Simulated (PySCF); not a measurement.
**Orbital energies and ionisation energy**

Species: H5NSeSi.
Z-matrix (Å and degrees, PBE0-D3(BJ)/def2-SVP geometry), rows numbered from 1:
```
N 
Si  1  1.7198
Se  2  2.2816  1  110.67
H   1  1.0129  2  120.71  3   150.31
H   1  1.0130  2  121.82  3   -56.63
H   2  1.4977  1  117.40  3   115.46
H   2  1.4921  1  105.72  3  -122.88
H   3  1.4713  2   93.26  1   -55.16
```

Level: PBE0/def2-SVPD (PySCF). Frontier orbitals with their largest atomic shares (Löwdin; up to four atoms above 4 %):

```csv
orbital,ε (eV),main atoms
HOMO−3,-9.85,"Si2 32 %, H6 20 %, N1 15 %, Se3 14 %"
HOMO−2,-9.07,"Se3 51 %, Si2 21 %, H7 10 %, N1 10 %"
HOMO−1,-7.64,"N1 52 %, Se3 16 %, Si2 14 %, H6 7 %"
HOMO,-6.96,?
LUMO,0.04,"Se3 46 %, H8 22 %, Si2 18 %"
LUMO+1,0.22,"Se3 36 %, Si2 24 %, H7 10 %, H6 9 %"
LUMO+2,0.32,"Se3 40 %, Si2 18 %, N1 12 %, H4 10 %"
```

What vertical ionisation energy does ΔSCF give, and how far is −ε(HOMO) from it?

ΔSCF: 9.08 eV (877 kJ/mol; threshold wavelength 136 nm); ⟨S²⟩ of the doublet left behind is 0.757, against 0.75 for a pure doublet. −ε(HOMO) is 6.96 eV, 2.12 eV below it. In exact Kohn–Sham theory the two would be equal; PBE0 (global hybrid, 25 % exact exchange) falls short of its own ΔSCF value by 23 %. Holes in the HOMO−1 and HOMO−2 were tried too where these lie within 1.2 eV of the HOMO; the lowest converged state counts.

On which atoms does the HOMO lie?

Se3 (selenium bonded to Si and H) 76 %, Si2 (SiH2 silicon) 10 %, H8 (hydrogen on selenium) 6 %, N1 (silicon-bound nitrogen) 4 %, so more than half of it is on one atom. The HOMO−1 lies 0.68 eV lower.

Shift the occupied levels rigidly so that −ε(HOMO) equals the ΔSCF value. What binding energies result?

The shift is +2.12 eV: HOMO 9.08, HOMO−1 9.76, HOMO−2 11.19, HOMO−3 11.97 eV. A rigid shift is only a rough guide to the deeper ionisations.

What total energies stand behind the ΔSCF value?

E(N) = -2747.96577 Eh and E(N − 1) = -2747.63192 Eh at the same geometry, 0.33385 Eh apart.

What kinetic energy would electrons from this vertical process carry with He II light (40.814 eV)?

40.81 − 9.08 = 31.73 eV.

Isolated species at its PBE0-D3(BJ)/def2-SVP geometry (one conformer only). The calculation is non-relativistic, for selenium too.

The run behind these numbers computed excited states and ΔSCF ions as well. Time: 28 s of wall time. Hardware: one thread of an x86-64 server, on a shared host.
